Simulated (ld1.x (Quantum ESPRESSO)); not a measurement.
**Pseudopotential generation for sulfur: TM semilocal, PBE, scalar-relativistic.**

ld1.x (Quantum ESPRESSO) 7.5 was run on this input:

```
&input
   title='S', zed=16., rel=1, dft='PBE', iswitch=3,
   config='[Ne] 3s2 3p3',
   nld=2, rlderiv=1.50, eminld=-4.0, emaxld=5.0, deld=0.02
 /
 &inputp
   pseudotype=1, tm=.true., lloc=0,
   nlcc=.false.,
   file_pseudopw='S.pp', file_wfcaegen='ae.wfc', file_wfcncgen='nc.wfc'
 /
2
3P  2  1   3.00   0.00  1.35  1.35  0.0
3S  1  0   2.00   0.00  1.15  1.15  0.0
 &test
   configts(1)='3s2 3p3'
 /
```

Command:

```bash
ld1.x < S.in > S.out
```

Output (shortened: banner, matrices, multipoles, cross overlaps and the repeated all-electron block are left out):

```
Program LD1 v.7.5
     --------------------------- All-electron run ----------------------------

     S
     scalar relativistic calculation

     atomic number is 16.00
     dft =PBE   lsd =0 sic =0 latt =0  beta=0.20 tr2=1.0E-14
     Exchange-correlation= PBE
                           (   1   4   3   4   0   0   0)
     mesh =1151 r(mesh) =  99.72449 a.u. xmin = -7.00 dx = 0.01250
     1 Ry =  13.60569312 eV, c = 137.03599908

     n l     nl                  e(Ry)          e(Ha)          e(eV)
     1 0     1S 1( 2.00)      -177.7138       -88.8569     -2417.9200
     2 0     2S 1( 2.00)       -16.4232        -8.2116      -223.4495
     2 1     2P 1( 6.00)       -12.3678        -6.1839      -168.2722
     3 0     3S 1( 2.00)        -2.0308        -1.0154       -27.6301
     3 1     3P 1( 3.00)        -1.2345        -0.6172       -16.7959

     final scf error:  3.2E-15 reached in  24 iterations

     Etot =    -797.228269 Ry,    -398.614134 Ha,  -10846.843170 eV

     Ekin =     800.311915 Ry,     400.155958 Ha,   10888.798319 eV
     Encl =   -1888.907121 Ry,    -944.453561 Ha,  -25699.890626 eV
     Eh   =     341.659497 Ry,     170.829749 Ha,    4648.514272 eV
     Exc  =     -50.292560 Ry,     -25.146280 Ha,    -684.265136 eV

     normalization and overlap integrals

     s(1S/1S) =  1.000000  <r> =   0.0969  <r2> =    0.0126  r(max) =   0.0633
     s(2S/2S) =  1.000000  <r> =   0.4788  <r2> =    0.2728  r(max) =   0.3877
     s(2P/2P) =  1.000000  <r> =   0.4423  <r2> =    0.2445  r(max) =   0.3254
     s(3S/3S) =  1.000000  <r> =   1.6367  <r2> =    3.0931  r(max) =   1.3874
     s(3P/3P) =  1.000000  <r> =   1.8954  <r2> =    4.2337  r(max) =   1.5526

     ------------------------ End of All-electron run ------------------------

     --------------------- Generating NC pseudopotential ---------------------

      Generating local pot.: lloc=0, matching radius rcloc =   1.1500

      Wfc   3P  rcut= 1.353  Using Troullier-Martins method

     ------------------- End of pseudopotential generation -------------------

     Computing logarithmic derivative in   1.50483
     Computing logarithmic derivative in   1.50483
     Computing the partial wave expansion
       no projector for channel:   0
     R is outside the sphere for l=    1 j= 0.00

     ---------------------- Testing the pseudopotential ----------------------

     S
     scalar relativistic calculation

     atomic number is 16.00   valence charge is  6.00
     dft =PBE   lsd =0 sic =0 latt =0  beta=0.20 tr2=1.0E-14
     mesh =1151 r(mesh) =  99.72449 xmin = -7.00 dx = 0.01250

     n l     nl             e AE (Ry)        e PS (Ry)    De AE-PS (Ry)
     1 0     3S   1( 2.00)       -2.03078       -2.03078       -0.00000
     2 1     3P   1( 3.00)       -1.23448       -1.23447       -0.00000

     eps = 4.5E-15  iter = 14

     Etot =    -797.228269 Ry,    -398.614134 Ha,  -10846.843170 eV
     Etotps =   -19.292938 Ry,      -9.646469 Ha,    -262.493800 eV

     Ekin =       5.838698 Ry,       2.919349 Ha,      79.439530 eV
     Encl =     -34.154236 Ry,     -17.077118 Ha,    -464.692054 eV
     Ehrt =      12.564501 Ry,       6.282251 Ha,     170.948749 eV
     Ecxc =      -3.541902 Ry,      -1.770951 Ha,     -48.190025 eV

     ---------------------- End of pseudopotential test ----------------------
```

Generation and configuration tests took about 0.69 s on one core of a shared server CPU.
